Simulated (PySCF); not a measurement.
PySCF job for C3H2F4, SMILES FC(F)(/C=C/F)F, B3LYP-D3(BJ)/def2-SVP. The structure is a stationary point at B3LYP-D3(BJ)/def2-SVP.

```python
import numpy as np
from pyscf import gto, scf, dft, df
from pyscf.hessian import thermo

mol = gto.M(
    atom='''
    F     0.16228769   -2.84696274   -0.00000000
    C    -0.28475640   -1.59731008    0.00000000
    C     0.53959212   -0.55309108   -0.00000000
    C     0.03258175    0.85055146   -0.00000000
    F     0.46535940    1.52574036   -1.07975193
    F     0.46535940    1.52574036    1.07975193
    F    -1.31214323    0.90771367    0.00000000
    H    -1.37593375   -1.52773706    0.00000000
    H     1.62365962   -0.68324958   -0.00000000
    ''',
    basis='def2-SVP',
    charge=0,
    spin=0,
    max_memory=1600,
    verbose=3,
)
mf = dft.RKS(mol, xc='b3lyp').density_fit(auxbasis='def2-universal-jkfit')
mf.disp = 'd3bj'
mf.grids.level = 3
mf.conv_tol = 1e-11
mf.max_cycle = 100
mf.kernel()

# analytic Hessian; the response equations are solved on a coarser grid
h, args, fine = mf.Hessian(), (mf.mo_energy, mf.mo_coeff, mf.mo_occ), mf.grids
h.max_memory = max(150, 2.5e-5 * df.make_auxmol(mol, mf.with_df.auxbasis).nao * mol.nelec[0] * (mol.nelec[0] + mol.nao))  # MB; small integral blocks
h1ao = h.make_h1(mf.mo_coeff, mf.mo_occ)
mf.grids = dft.Grids(mol).set(level=1).build(with_non0tab=True)
mo1, mo_e1 = h.solve_mo1(*args, h1ao)
mf.grids = fine
hess = h.hess_elec(*args, mo1, mo_e1, h1ao) + h.hess_nuc()
if mf.do_disp():
    hess += h.get_dispersion()
for i in range(mol.natm):  # the analytic DFT Hessian lacks the response of the grid: restore translational invariance
    hess[i, i] -= hess[i].sum(axis=0)
hess = (hess + hess.transpose(1, 0, 3, 2)) / 2
vib = thermo.harmonic_analysis(mol, hess, imaginary_freq=False)
thermo.dump_normal_mode(mol, vib)
th = thermo.thermo(mf, vib['freq_au'][vib['freq_au'] > 0], 298.15, 101325)
thermo.dump_thermo(mol, th)
g0 = mf.nuc_grad_method().set(verbose=0).kernel()

# dipole derivatives [dipole axis, atom, xyz] from the same response
r, irp = mol.intor('int1e_r'), mol.intor('int1e_irp').reshape(3, 3, mol.nao, mol.nao)
sl, dm0, ok = mol.aoslice_by_atom(), np.array(mf.make_rdm1()), []
dmu = np.einsum('a,xt->xat', mol.atom_charges(), np.eye(3))
for a, (_, _, p0, p1) in enumerate(sl):
    dmu[:, a] += 2 * np.einsum('xtij,ij->xt', irp[:, :, :, p0:p1], dm0.reshape(-1, mol.nao, mol.nao).sum(0)[:, p0:p1])
    for u, c, occ, f in [(mo1, mf.mo_coeff, mf.mo_occ, 4)]:
        dmu[:, a] -= f * np.einsum('tui,xuv,vi->xt', u[a], r, c[:, occ > 0], optimize=True)
L = vib['norm_mode']
ir = 974.8801 * (np.einsum('xat,kat->kx', dmu, L) ** 2).sum(1)       # km/mol
apt = np.einsum('xax->a', dmu) / 3
print('mode   freq/cm-1   IR/(km/mol)')
for k, w in enumerate(vib['freq_wavenumber']):
    print(f'{k + 1:4d} {w:11.2f} {ir[k]:13.3f}')
print('max |gradient| / (hartree/bohr):', abs(g0).max())
print('APT charges:', apt.round(4))
```

Program output:

```
converged SCF energy = -514.48717754989

WARN: DFTD3 does not support analytical Hessian, using finite difference


WARN: Mole.unit (angstrom) is changed to Bohr

Mode                                 0                   1                   2
Irrep
Freq [cm^-1]                       82.3350            196.0071            198.9197
Reduced mass [au]                   3.7886              9.8168              3.3420
Force const [Dyne/A]                0.0151              0.2222              0.0779
Char temp [K]                     118.4617            282.0106            286.2011
Normal mode                   x     y     z       x     y     z       x     y     z
       0   F                -0.00 -0.00 -0.06   -0.11  0.02 -0.00   -0.00  0.00  0.11
       1   C                -0.00 -0.00 -0.08    0.04  0.07  0.00    0.00  0.00 -0.15
       2   C                 0.00 -0.00  0.14    0.11  0.01  0.00    0.00  0.00 -0.02
       3   C                -0.00 -0.00  0.04    0.04 -0.01  0.00    0.00 -0.00 -0.02
       4   F                -0.01 -0.09 -0.03   -0.03  0.04  0.00   -0.04  0.07  0.00
       5   F                 0.01  0.09 -0.03   -0.03  0.04 -0.00    0.04 -0.07  0.00
       6   F                -0.00 -0.00  0.04    0.03 -0.14 -0.00    0.00 -0.00  0.01
       7   H                -0.00 -0.00 -0.30    0.05  0.18  0.00    0.00  0.00 -0.42
       8   H                 0.00 -0.00  0.35    0.11  0.00 -0.00    0.00  0.00  0.27
Mode                                 3                   4                   5
Irrep
Freq [cm^-1]                      391.6716            416.0152            424.3451
Reduced mass [au]                  14.4109              7.5748              9.3455
Force const [Dyne/A]                1.3025              0.7724              0.9915
Char temp [K]                     563.5282            598.5533            610.5381
Normal mode                   x     y     z       x     y     z       x     y     z
       0   F                -0.02 -0.14  0.00   -0.05 -0.06 -0.00   -0.00 -0.00  0.04
       1   C                 0.02 -0.10 -0.00    0.13  0.00  0.00    0.00  0.00 -0.09
       2   C                -0.01 -0.04 -0.00    0.11  0.02  0.00    0.00  0.00 -0.13
       3   C                 0.01  0.03  0.00   -0.02  0.00 -0.00   -0.00 -0.00  0.00
       4   F                 0.00  0.10  0.04   -0.05 -0.04 -0.04    0.08 -0.06 -0.00
       5   F                 0.00  0.10 -0.04   -0.05 -0.04  0.04   -0.08  0.06 -0.00
       6   F                 0.01  0.01 -0.00   -0.01  0.11 -0.00   -0.00  0.00  0.11
       7   H                 0.02 -0.11  0.00    0.14  0.12  0.00    0.00  0.00 -0.06
       8   H                -0.01 -0.03 -0.00    0.13  0.15  0.00    0.00  0.00 -0.21
Mode                                 6                   7                   8
Irrep
Freq [cm^-1]                      563.5409            586.1562            700.9792
Reduced mass [au]                   9.2145              8.9734             10.3711
Force const [Dyne/A]                1.7241              1.8165              3.0025
Char temp [K]                     810.8099            843.3483           1008.5530
Normal mode                   x     y     z       x     y     z       x     y     z
       0   F                 0.02  0.00 -0.00    0.00  0.00  0.03    0.01  0.06  0.00
       1   C                -0.07 -0.02  0.00   -0.00 -0.00 -0.06   -0.03  0.01  0.00
       2   C                -0.02 -0.04  0.00   -0.00 -0.00 -0.08    0.07 -0.09  0.00
       3   C                 0.08  0.01 -0.00    0.00 -0.00  0.08    0.02 -0.10 -0.00
       4   F                -0.07  0.01 -0.08   -0.07 -0.08  0.06   -0.05 -0.00  0.11
       5   F                -0.07  0.01  0.08    0.07  0.08  0.06   -0.05 -0.00 -0.11
       6   F                 0.13  0.02  0.00    0.00  0.00 -0.10    0.04  0.07  0.00
       7   H                -0.07 -0.08 -0.00   -0.00 -0.00  0.03   -0.02  0.06 -0.00
       8   H                -0.04 -0.20  0.00   -0.00 -0.00 -0.23    0.06 -0.18  0.00
Mode                                 9                  10                  11
Irrep
Freq [cm^-1]                      863.3115            893.8871            962.6261
Reduced mass [au]                   1.8470              4.8537              1.1727
Force const [Dyne/A]                0.8111              2.2850              0.6402
Char temp [K]                    1242.1130           1286.1045           1385.0046
Normal mode                   x     y     z       x     y     z       x     y     z
       0   F                -0.00 -0.00 -0.03   -0.01 -0.03  0.00    0.00 -0.00 -0.01
       1   C                 0.00  0.00  0.11    0.04  0.01 -0.00   -0.00  0.00  0.11
       2   C                -0.00  0.00 -0.16   -0.11  0.12  0.00    0.00 -0.00  0.01
       3   C                -0.00  0.00 -0.00   -0.03  0.01 -0.00    0.00  0.00 -0.01
       4   F                -0.01 -0.02  0.02   -0.02 -0.03  0.05   -0.00 -0.00  0.00
       5   F                 0.01  0.02  0.02   -0.02 -0.03 -0.05    0.00  0.00  0.00
       6   F                 0.00 -0.00 -0.00    0.13 -0.02  0.00   -0.00 -0.00 -0.00
       7   H                 0.00 -0.00 -0.19    0.04 -0.04  0.00   -0.00  0.00 -0.80
       8   H                -0.00  0.00  0.68   -0.08  0.38 -0.00    0.00 -0.00 -0.44
Mode                                12                  13                  14
Irrep
Freq [cm^-1]                     1130.9136           1193.8136           1219.8689
Reduced mass [au]                   3.8793             12.7461              2.7472
Force const [Dyne/A]                2.9232             10.7028              2.4086
Char temp [K]                    1627.1328           1717.6320           1755.1198
Normal mode                   x     y     z       x     y     z       x     y     z
       0   F                -0.02  0.08 -0.00   -0.00  0.00 -0.00    0.06 -0.09 -0.00
       1   C                 0.03 -0.09 -0.00    0.00 -0.00 -0.01   -0.15  0.09 -0.00
       2   C                -0.01 -0.07 -0.00   -0.00 -0.00  0.03    0.07 -0.01  0.00
       3   C                -0.10 -0.14  0.00   -0.00 -0.00 -0.25   -0.03 -0.04 -0.00
       4   F                 0.02  0.04 -0.04   -0.02 -0.03  0.06    0.00  0.01 -0.01
       5   F                 0.02  0.04  0.04    0.02  0.03  0.06    0.00  0.01  0.01
       6   F                 0.03  0.01 -0.00   -0.00 -0.00  0.02    0.01  0.00  0.00
       7   H                 0.03 -0.02 -0.00    0.00 -0.00  0.04   -0.15  0.30  0.00
       8   H                 0.04  0.44  0.00    0.00  0.00 -0.02    0.12  0.43 -0.00
Mode                                15                  16                  17
Irrep
Freq [cm^-1]                     1268.3802           1330.2685           1362.6364
Reduced mass [au]                   3.0214              1.4217              3.9837
Force const [Dyne/A]                2.8639              1.4823              4.3581
Char temp [K]                    1824.9167           1913.9602           1960.5303
Normal mode                   x     y     z       x     y     z       x     y     z
       0   F                 0.01 -0.03 -0.00    0.02 -0.01 -0.00   -0.00 -0.04 -0.00
       1   C                 0.01  0.06 -0.00    0.06  0.00 -0.00    0.01  0.09 -0.00
       2   C                 0.03  0.01  0.00   -0.11  0.00 -0.00   -0.02  0.11 -0.00
       3   C                -0.21 -0.00 -0.00    0.05 -0.08 -0.00    0.05 -0.19 -0.00
       4   F                 0.02  0.01 -0.01   -0.00  0.01 -0.01    0.00  0.02 -0.02
       5   F                 0.02  0.01  0.01   -0.00  0.01  0.01    0.00  0.02  0.02
       6   F                 0.06 -0.00  0.00   -0.01  0.00 -0.00   -0.03  0.02 -0.00
       7   H                 0.02  0.08 -0.00    0.11  0.79 -0.00   -0.01 -0.39 -0.00
       8   H                -0.04 -0.52  0.00   -0.14 -0.16  0.00   -0.06 -0.16  0.00
Mode                                18                  19                  20
Irrep
Freq [cm^-1]                     1771.5619           3212.3394           3217.3798
Reduced mass [au]                   6.4934              1.0902              1.1002
Force const [Dyne/A]               12.0070              6.6282              6.7099
Char temp [K]                    2548.8831           4621.8412           4629.0931
Normal mode                   x     y     z       x     y     z       x     y     z
       0   F                 0.00 -0.02 -0.00   -0.00 -0.00 -0.00    0.00  0.00  0.00
       1   C                 0.08  0.18 -0.00    0.08  0.00 -0.00   -0.03 -0.01  0.00
       2   C                -0.09 -0.17 -0.00    0.02 -0.01  0.00    0.08 -0.00  0.00
       3   C                 0.01  0.03 -0.00    0.00  0.00 -0.00   -0.00  0.00  0.00
       4   F                -0.00  0.00 -0.00   -0.00  0.00 -0.00   -0.00 -0.00  0.00
       5   F                -0.00  0.00  0.00   -0.00  0.00  0.00   -0.00 -0.00 -0.00
       6   F                -0.00 -0.00 -0.00   -0.00 -0.00  0.00   -0.00  0.00  0.00
       7   H                 0.10 -0.19 -0.00   -0.89  0.05  0.00    0.32 -0.02 -0.00
       8   H                -0.08  0.16  0.00   -0.33  0.04  0.00   -0.89  0.10  0.00
temperature 298.1500 [K]
pressure 101325.00 [Pa]
Rotational constants [GHz] 5.33213 1.45168 1.42636
Symmetry number 1
Zero-point energy (ZPE) 0.05009 [Eh]   131511.207 [J/mol]
                           tot       elec      trans        rot        vib
Entropy [J/mol/K]       337.757      0.000    167.819    116.178     53.760
Cv [J/mol/K]             90.090      0.000     12.472     12.472     65.147
Cp [J/mol/K]             98.405      0.000     20.786     12.472     65.147
Internal energy [J/mol]                      3718.434   3718.434 140713.670
Internal energy [Eh]   -514.43075  -514.48718
Enthalpy [J/mol]                             6197.391   3718.434 140713.670
Enthalpy [Eh]          -514.42981
Gibbs free energy [J/mol]                  -43837.809 -30920.091 124685.119
Gibbs free energy [Eh] -514.46816
mode   freq/cm-1   IR/(km/mol)
   1       82.34         0.005
   2      196.01         3.359
   3      198.92         2.529
   4      391.67         1.685
   5      416.02         7.728
   6      424.35         2.396
   7      563.54         0.920
   8      586.16         0.011
   9      700.98        26.164
  10      863.31        13.856
  11      893.89        19.082
  12      962.63        39.313
  13     1130.91       309.821
  14     1193.81       303.156
  15     1219.87        72.634
  16     1268.38       164.188
  17     1330.27        22.770
  18     1362.64       133.699
  19     1771.56       180.725
  20     3212.34         1.503
  21     3217.38         3.113
max |gradient| / (hartree/bohr): 0.00013010178630356488
APT charges: [-0.5187  0.6423 -0.3479  1.7426 -0.5771 -0.5771 -0.5286  0.0724  0.0921]
```

Self-consistency was reached.

Cost: around 80 core-seconds (rough).
